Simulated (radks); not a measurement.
Task: Species: the ruthenium ion Ru4+. Configuration: [Kr] 4d4 (the NIST ground configuration). Method: non-relativistic Kohn-Sham, HCTH/407, spin-polarised, spherical densities, point nucleus; open shells are filled with parallel spins first (spin-orbit coupling, left out, can overturn this in heavy ions); relativity is left out, which matters for an element this heavy; computed with a radial shooting solver on a logarithmic mesh with Libxc functionals. Some entries of the table are withheld. Estimate them.

orbital  occ.  eigenvalue (Ry)  r(max) (bohr)  <1/r> (bohr^-1)
1s up       1        -1571.269        0.02292            43.46
1s down     1        -1571.269        0.02292            43.46
2s up       1        -225.5473         0.1277            9.837
2s down     1        -225.4846         0.1277            9.838
2p up       3        -209.1005         0.1003            9.837
2p down     3        -209.0543         0.1003            9.838
3s up       1        -42.84559         0.3728            3.454
3s down     1        -42.81887         0.3729            3.454
3p up       3        -36.37963         0.3595            3.368
3p down     3        -36.34708         0.3596            3.368
3d up       5        -24.47483         0.3003            3.203
3d down     5        -24.42085         0.3006            3.204
4s up       1         -9.16171         0.9356            1.319
4s down     1         -8.85934         0.9314            1.327
4p up       3         -7.19003         0.9839            1.217
4p down     3         -6.88187         0.9788            1.220
4d up       4         -4.01700          1.132           0.9794
4d down     0         -3.74439          1.132           0.9543
5s up       0         -2.82817          2.196              (1)
5s down     0         -2.81995          2.258              (2)
5p up       0         -2.31013          2.487           0.4777
5p down     0         -2.23261          2.372           0.5460

Result: 
(1) 5s up <1/r> (bohr^-1): 0.5466
(2) 5s down <1/r> (bohr^-1): 0.5702
